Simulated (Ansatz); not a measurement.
Ansatz (a program for electronic structure) input (PBE/6-31G*):

Ansatz 0.2 input:
```yaml
crystal:
  periodic: [false, false, false]
  atoms:
    - {symbol: Ge, position_ang: [-0.13787901, -0.70653447, -0.11847276]}
    - {symbol: O, position_ang: [1.70995650, -0.50860189, -0.37761207]}
    - {symbol: Cl, position_ang: [-0.66448713, 1.62851734, 0.29063880]}
    - {symbol: H, position_ang: [-0.04865765, -0.97579602, 1.49866258]}
    - {symbol: H, position_ang: [2.07741535, -0.03108058, 0.37250271]}
basis:
  gaussian:
    orbitals: 6-31G*
hamiltonian:
  xc: {name: PBE}
total_charge: -1
output: {forces: true}
```

Output:

```
Functional definition: PBE
integrals: 0.02 GiB planned
813 factors; their error is unknown
mean field: 0.15 GiB planned
mean field evaluation 1: about -71098.1384 eV, gradient 2.7e1 eV
mean field evaluation 2: about -71095.3704 eV, gradient 4.9e1 eV
mean field evaluation 4: about -71099.2132 eV, gradient 1.8e0 eV
mean field evaluation 8: about -71099.1965 eV, gradient 3.0e-2 eV
mean field -71099.19648776 eV, -2612.8472781589 hartree, gradient 3.0e-5 eV, S^2 0.000000; 0 other end points of the search recorded, 0 dependent functions left out
the calculation of the forces begins
reference -71099.19652020 eV, -2612.8472793510 hartree; 30, 30 occupied and 43, 43 virtual orbitals, 813 factors
Total energy: -71099.19652020 eV, -2612.8472793510 hartree
Atom 0 at    -0.137879    -0.706534    -0.118473 Å, force    -0.023699    -0.004804    -0.112848 eV/Å
Atom 1 at     1.709957    -0.508602    -0.377612 Å, force     0.002281    -0.413320    -0.833805 eV/Å
Atom 2 at    -0.664487     1.628517     0.290639 Å, force    -0.058861     0.079414     0.030152 eV/Å
Atom 3 at    -0.048658    -0.975796     1.498663 Å, force    -0.033620    -0.001985     0.233683 eV/Å
Atom 4 at     2.077415    -0.031081     0.372503 Å, force     0.113898     0.340695     0.682818 eV/Å
Dipole moment:     0.176178    -0.209130     0.155090 e Å
```

The dipole moment of an ion depends on the origin.

The geometry given is a B3LYP-D3(BJ)/def2-TZVP minimum.
